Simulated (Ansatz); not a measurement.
Ligand exchange: CuH + SiH3I → CuI + SiH4

Species: CuH, singlet; SiH3I `[SiH3]I`, singlet; CuI, singlet; SiH4 (silane) `[SiH4]`, singlet. The partners trade H for I: Cu–H and Si–I bonds give way to Cu–I and Si–H.

Shapes, held fixed at every level: PBE0-D4/def2-TZVP. Programs: Ansatz 0.2.0. The zero-point and thermal change to 298 K, harmonic and unscaled (PBE0-D4/def2-TZVP), is +5.3 kJ/mol.

```tsv
level	kind	ΔH(298 K) (kJ/mol)	CPU time (sum over the molecules)
HF/def2-SVP	Hartree–Fock	-158.5	–
r2SCAN-D4/def2-TZVPP	meta-GGA	-76.1	14 s
B3LYP-D4/def2-TZVPP	global hybrid	-82.2	9.3 s
BHLYP-D4/def2-TZVPP	global hybrid	-104.8	7.9 s
PBE0-D4/def2-TZVPP	global hybrid	-84.0	7.4 s
wB97X-V/def2-TZVPP	range-separated hybrid	-92.3	20 s
wB97M-V/def2-TZVPP	range-separated hybrid	-86.9	27 s
```

wB97M-V/def2-TZVPP gives ΔH(298 K) = -86.9 kJ/mol; the levels span -158.5 to -76.1. The median of the levels is -86.9. No measured value is set beside it here. For atoms past krypton def2 sets carry core potentials with scalar relativity. Relativity is left out for Cu. Times are processor times on shared x86 and Arm servers, and rough.
